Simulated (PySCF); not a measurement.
CH₃O₃Re (SMILES [CH3][Re](=[O])(=[O])=[O]), singlet, at a GFN2-xTB geometry (such geometries of metal compounds can be far from the true shape) (core potentials on Re); HF/def2-SVP (PySCF).

PySCF was given this input:
```python
from pyscf import gto, scf

mol = gto.M(
    atom='''
Re    0.06874118   -0.12694771   -0.06206747
O     1.20409994    0.71141375   -0.92250863
O     0.49430691   -0.80148520    1.38573825
O    -1.28320559   -0.67670116   -0.83812129
C    -0.89001532    1.64363512    0.80360865
H    -0.15488768    2.19502798    1.39106321
H    -1.71349648    1.32519993    1.44394246
H    -1.26872215    2.27322082   -0.00246365
''',
    basis='def2-svp',
    ecp={'Re': 'def2-svp'},
    verbose=4,
)

mf = scf.RHF(mol)
mf.kernel()
```

### Question
Predict the main parts of the log of this PySCF run.

### Answer

```
PySCF version 2.14.0

[INPUT] verbose = 4
[INPUT] num. atoms = 8
[INPUT] num. electrons = 48
[INPUT] charge = 0
[INPUT] spin (= nelec alpha-beta = 2S) = 0
[INPUT] symmetry False subgroup None
[INPUT] Mole.unit = angstrom
[INPUT] Symbol           X                Y                Z      unit          X                Y                Z       unit  Magmom
[INPUT]  1 Re     0.068741180000  -0.126947710000  -0.062067470000 AA    0.129902003679  -0.239896404041  -0.117290519545 Bohr   0.0
[INPUT]  2 O      1.204099940000   0.711413750000  -0.922508630000 AA    2.275419113205   1.344377148750  -1.743288658248 Bohr   0.0
[INPUT]  3 O      0.494306910000  -0.801485200000   1.385738250000 AA    0.934104681380  -1.514587520892   2.618665772834 Bohr   0.0
[INPUT]  4 O     -1.283205590000  -0.676701160000  -0.838121290000 AA   -2.424907126611  -1.278779860575  -1.583819697267 Bohr   0.0
[INPUT]  5 C     -0.890015320000   1.643635120000   0.803608650000 AA   -1.681885201467   3.106020225517   1.518600259831 Bohr   0.0
[INPUT]  6 H     -0.154887680000   2.195027980000   1.391063210000 AA   -0.292695295269   4.148001717957   2.628728488858 Bohr   0.0
[INPUT]  7 H     -1.713496480000   1.325199930000   1.443942460000 AA   -3.238039062606   2.504264927993   2.728655789031 Bohr   0.0
[INPUT]  8 H     -1.268722150000   2.273220820000  -0.002463650000 AA   -2.397537391669   4.295764770459  -0.004655623767 Bohr   0.0

nuclear repulsion = 229.098609107768
number of shells = 45
number of NR pGTOs = 174
number of NR cGTOs = 103
basis = def2-svp
ecp = {'Re': 'def2-svp'}

******** <class 'pyscf.scf.hf.RHF'> ********
method = RHF
initial guess = minao
damping factor = 0
level_shift factor = 0
DIIS = <class 'pyscf.scf.diis.CDIIS'>
diis_start_cycle = 1
diis_space = 8
diis_damp = 0
SCF conv_tol = 1e-09
SCF conv_tol_grad = None
SCF max_cycles = 50
direct_scf = True
direct_scf_tol = 1e-13
Set gradient conv threshold to 3.16228e-05
Initial guess from minao.
init E= -328.453193829339
  HOMO = -0.547517167788392  LUMO = -0.330232410145104  gap/eV = 5.91262
cycle= 1 E= -341.161837564205  delta_E= -12.7  |g|= 1.35  |ddm|= 8.24
  HOMO = -0.412405576936981  LUMO = -0.0345505636673855  gap/eV = 10.28196
cycle= 2 E= -341.033273978122  delta_E= 0.129  |g|= 1.54  |ddm|= 2.21
  HOMO = -0.474293352746691  LUMO = 0.0524650817197951  gap/eV = 14.33383
cycle= 3 E= -341.462131256953  delta_E= -0.429  |g|= 0.196  |ddm|= 1.25
  HOMO = -0.499452334770131  LUMO = 0.0293197889077405  gap/eV = 14.38862
cycle= 4 E= -341.470249618148  delta_E= -0.00812  |g|= 0.0398  |ddm|= 0.274
  HOMO = -0.498704266579757  LUMO = 0.0410292967579923  gap/eV = 14.68690
cycle= 5 E= -341.470947854599  delta_E= -0.000698  |g|= 0.0149  |ddm|= 0.0584
  HOMO = -0.496876324828789  LUMO = 0.0421676905077368  gap/eV = 14.66813
cycle= 6 E= -341.47112532988  delta_E= -0.000177  |g|= 0.00859  |ddm|= 0.0342
  HOMO = -0.497390453129077  LUMO = 0.0423953869175733  gap/eV = 14.68832
cycle= 7 E= -341.471173980091  delta_E= -4.87e-05  |g|= 0.00442  |ddm|= 0.0154
  HOMO = -0.496492899906703  LUMO = 0.0428999721258361  gap/eV = 14.67763
cycle= 8 E= -341.471191621507  delta_E= -1.76e-05  |g|= 0.00093  |ddm|= 0.0145
  HOMO = -0.496341767471855  LUMO = 0.0429964140910385  gap/eV = 14.67614
cycle= 9 E= -341.471192698417  delta_E= -1.08e-06  |g|= 0.000351  |ddm|= 0.0035
  HOMO = -0.496360638342406  LUMO = 0.042955505547026  gap/eV = 14.67554
cycle= 10 E= -341.471192843834  delta_E= -1.45e-07  |g|= 0.000145  |ddm|= 0.00111
  HOMO = -0.496347348644208  LUMO = 0.0429645811609531  gap/eV = 14.67543
cycle= 11 E= -341.471192872192  delta_E= -2.84e-08  |g|= 6.15e-05  |ddm|= 0.000515
  HOMO = -0.496346100030252  LUMO = 0.0429659611534028  gap/eV = 14.67543
cycle= 12 E= -341.471192877273  delta_E= -5.08e-09  |g|= 2.3e-05  |ddm|= 0.000226
  HOMO = -0.496346794147843  LUMO = 0.0429650131160474  gap/eV = 14.67542
cycle= 13 E= -341.471192877802  delta_E= -5.29e-10  |g|= 1.23e-05  |ddm|= 6.62e-05
  HOMO = -0.496346152132325  LUMO = 0.0429658193992588  gap/eV = 14.67543
Extra cycle  E= -341.471192877866  delta_E= -6.41e-11  |g|= 1.13e-05  |ddm|= 2.16e-05
converged SCF energy = -341.471192877866
```
